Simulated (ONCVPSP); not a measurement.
## u(r) = r·R(r): atom against pseudo-atom (Re)

Columns: radius, all-electron u(r) and pseudo u(r) of the 5d shell (level -12.99 eV) of rhenium in the configuration [Kr] 4d10 4f14 5s2 5p6 5d5 6s1; PBEsol, scalar-relativistic, ONCV scheme, ONCVPSP 4.0.1.

```tsv
r (bohr)	all-electron	pseudo
0.103	0.2343	0.0017
0.205	0.0085	0.0133
0.308	-0.2961	0.0426
0.410	-0.3482	0.0933
0.513	-0.2121	0.1671
0.615	-0.0032	0.2589
0.718	0.2115	0.3635
0.820	0.3957	0.4695
0.923	0.5427	0.5698
1.025	0.6495	0.6552
1.128	0.7228	0.7225
1.230	0.7670	0.7675
1.332	0.7889	0.7910
1.435	0.7937	0.7957
1.538	0.7854	0.7864
1.640	0.7678	0.7680
1.743	0.7435	0.7435
1.845	0.7149	0.7149
1.948	0.6831	0.6831
2.050	0.6501	0.6501
2.153	0.6159	0.6159
2.255	0.5820	0.5820
2.358	0.5481	0.5481
2.460	0.5153	0.5153
2.562	0.4835	0.4835
2.665	0.4526	0.4526
```

How many radial nodes do the two functions have?

The all-electron 5d function has n − l − 1 = 2; the pseudo-wave has 0, since the states of the same l below it are removed with the core.

At about which radius was the pseudo-wave matched?

1.80 bohr. The columns agree to 0.0005 from 1.64 bohr on; several derivatives are matched, so the curves merge somewhat inside the radius.

Where does each function peak?

Outermost all-electron maximum near 1.44 bohr, pseudo maximum near 1.44 bohr (to the table’s step).

Is the pseudo-wave norm-conserving?

Yes: the ONCV scheme keeps the norm inside the radius equal to the all-electron one, which fixes the energy derivative of the logarithmic derivative at the level.
